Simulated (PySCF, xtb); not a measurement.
AlF₂H₄NO₂Si, SMILES [OH][Al]([OH])[NH][SiH](F)F. The values are those of a single conformer.

Harmonic wavenumbers (cm⁻¹) from GFN2-xTB in xtb at its own minimum, in rising order: 26, 50, 62, 119, 157, 188, 210, 247, 266, 279, 307, 326, 343, 367, 593, 639, 677, 793, 844, 864, 963, 983, 1097, 2432, 3427, 3795, 3800.

Q: What does PBE-D3(BJ)/def2-SVP (PySCF) give at its own minimum? (Estimate from the structure and the level; the computed values follow.)

A: 22, 42, 87, 193, 214, 233, 243, 273, 275, 312, 360, 459, 519, 594, 657, 793, 794, 812, 881, 923, 927, 941, 1103, 2278, 3493, 3826, 3837. Paired by order, the mean absolute difference is 64 cm⁻¹ and the zero-point energies are 34.1 and 35.9 kcal/mol.
